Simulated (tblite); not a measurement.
Question: What does the GFN2-xTB structure of `N#CC/C=C/CCl` look like in three dimensions?

Answer: 
```xyz
13
C5H6ClN angstrom
N      3.5249   -0.6543    0.0508
C      2.6219    0.0455    0.0455
C      1.4667    0.9118    0.0266
C      0.2543    0.1296   -0.3875
C     -0.7938   -0.0771    0.3939
C     -1.9939   -0.8453   -0.0245
Cl    -3.3930    0.2770   -0.1902
H      1.6612    1.7159   -0.6909
H      1.3338    1.3464    1.0207
H      0.2928   -0.2962   -1.3813
H     -0.8367    0.3513    1.3863
H     -2.2840   -1.5803    0.7261
H     -1.8584   -1.3238   -0.9933
```

Orientation and origin are arbitrary. Atoms count from 1 in this order. The C–C distances run from 1.324 Å (C4=C5, drawn double) to 1.501 Å (C3–C4, drawn single), a spread of 0.177 Å. Of the pairs four or more bonds apart, H10···H13 is among the closest relative to their van der Waals radii: 2.42 Å, 101 % of the sum of Bondi's values.

Bonds between heavy atoms (Å): N1≡C2 1.142, C2–C3 1.444, C3–C4 1.501, C4=C5 1.324, C5–C6 1.485, C6–Cl7 1.801.

Computed geometry: GFN2-xTB, gas phase.

Point group: C1 (no symmetry element, even within 0.4 Å). Its GFN2-xTB frequencies are all real (lowest 31 cm⁻¹). One conformer, not necessarily the lowest (C2–C3–C4–C5 116°, C4–C5–C6–Cl7 -111°).
